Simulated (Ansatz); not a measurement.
A nudged elastic band was laid between two geometries of ClF5W + H3P (11 atoms, charge 0, multiplicity 1).

Computed with Ansatz 0.2.0, RHF/def2-SVP.

* movable images: 5
* climbing image: yes
* spring: 5.0 eV/Å²
* optimiser: quadratic models (default)
* start path: through a guess of the saddle point
* force threshold: 0.05 eV/Å
* iteration limit: 60
* end points: relaxed

Initial state:

```xyz
11
Properties=species:S:1:pos:R:3
W -0.848 -0.412 -0.279
Cl -0.865 -0.305 1.986
F 0.959 -0.647 -0.316
F -0.634 1.392 -0.422
F -2.660 -0.198 -0.346
F -1.075 -2.223 -0.238
F -0.846 -0.507 -2.109
P 3.007 2.193 1.716
H 3.217 3.411 2.398
H 3.738 2.554 0.563
H 4.069 1.502 2.341
```

Final state:

```xyz
11
Properties=species:S:1:pos:R:3
W -0.860 0.075 -0.632
Cl 1.751 -0.741 3.314
F 1.172 1.500 0.642
F -1.435 1.719 -1.217
F -2.574 -0.567 -0.436
F -0.188 -1.175 0.563
F 0.698 0.124 -1.633
P 2.797 1.731 0.628
H 2.786 2.901 -0.160
H 2.873 2.428 1.850
H 1.042 -1.236 2.376
```

(1) Which bonds break or form, and what moves?

(2) Give the energies along the band, and the barrier.

(3) What is the geometry of the highest image?

## Answers

(1) Bonds broken: W1–Cl2, W1–F3, P8–H11. Bonds formed: Cl2–H11, F3–P8. ClF5W + H3P becomes ClH + F4W + FH2P.

(2) The run converged. The highest image is number 3 of 0 to 6, 356.3 kJ/mol above the first end and 313.7 kJ/mol above the last; the last end lies 42.6 kJ/mol above the first. Neighbouring images differ by up to 3.7 eV, so the band resolves the path poorly. A vibrational analysis at the climbing image gives one clearly imaginary mode, 1516i cm⁻¹: a first-order saddle point. Another band between the same ends, with other settings, climbed to 0.829 eV only, so this may not be the lowest route. The orbitals stay closed-shell, which can raise the energy where a bond breaks towards radicals; this wasn't checked here.

```
image  path coordinate (Å)  energy (kJ/mol)  W1–Cl2 (Å)  W1–F3 (Å)  P8–H11 (Å)
    0                 0.00              0.0        2.27       1.82        1.41
    1                 2.58              2.5        2.27       1.82        1.41
    2                 5.16              2.2        2.27       1.82        1.41
    3                 7.73            356.3        2.43       1.95        1.83
    4                10.48             49.0        3.95       3.06        3.13
    5                13.22             46.7        3.98       3.02        3.97
    6                15.97             42.6        4.80       2.79        3.86
```

(3) 
```xyz
11
Properties=species:S:1:pos:R:3
W -0.425 0.136 -0.108
Cl -0.270 0.719 2.252
F 1.432 0.721 -0.061
F -0.873 1.911 -0.298
F -2.196 -0.473 -0.275
F 0.198 -1.498 0.472
F -0.279 -0.220 -1.934
P 2.836 1.496 1.581
H 3.539 0.428 1.007
H 2.971 2.423 0.539
H 1.131 1.118 2.121
```

Run time: 13 min on 4 threads of Arm Neoverse V1, on a shared host, peak memory 0.57 GiB.
